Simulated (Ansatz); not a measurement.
Compare A (`C[O][Al]([CH3])[NH2]`) with its isomer B (`C[N](C)[AlH][OH]`).

Computed with Ansatz on PBE0-D4/def2-TZVP structures; ΔE is electronic, products minus reactants. CBS: MP2 limit from def2 TZ/QZ plus the TZ coupled-cluster correction, frozen cores. Functionals use def2-TZVPP. B3LYP here is the variant with VWN-RPA as its local correlation; programs differ in this. One conformer a species, not always the lowest.

Question: Which isomer does CCSD(T)/CBS put lower? Give the gap. (An estimate is asked.)

Answer: Ansatz gave: A, by 13.4 kcal/mol.

Question: Give E(B) − E(A) in kcal/mol with r2SCAN-D4, PBE0-D4, CCSD(T)/def2-TZVPP, B3LYP-D4, BLYP-D4, CCSD/def2-TZVPP, MP2/def2-TZVPP. (Best estimate.)

Answer: The calculation gave: r2SCAN-D4 14.5, PBE0-D4 13.3, CCSD(T)/def2-TZVPP 12.8, B3LYP-D4 13.8, BLYP-D4 13.3, CCSD/def2-TZVPP 13.2, MP2/def2-TZVPP 12.6. None reverses the order clearly.

Question: Does the order hold for the free energy at 298.15 K (harmonic terms from PBE0-D4)? (An estimate is asked.)

Answer: Computed: Yes: G(B) − G(A) = +14.7 kcal/mol, for one conformer each. Modes under 60 cm⁻¹, often nearly free rotors, make the harmonic entropy too high.

Largest T1 diagnostic: 0.012.

The D4 term adds −1.0 kcal/mol with B3LYP and −0.5 kcal/mol with PBE0; it sums over pairs of atoms, weighted by their polarisabilities, and B3LYP, whose exchange is more repulsive, gets the larger term. Leaving LDA and LC-ωPBE aside and taking each functional with its dispersion term where it has one, the values, not all of them listed here, spread over 2.9 kcal/mol, from revPBE-D4 to r2SCAN-D4. LDA lies −2.6 kcal/mol from PBE without D4.
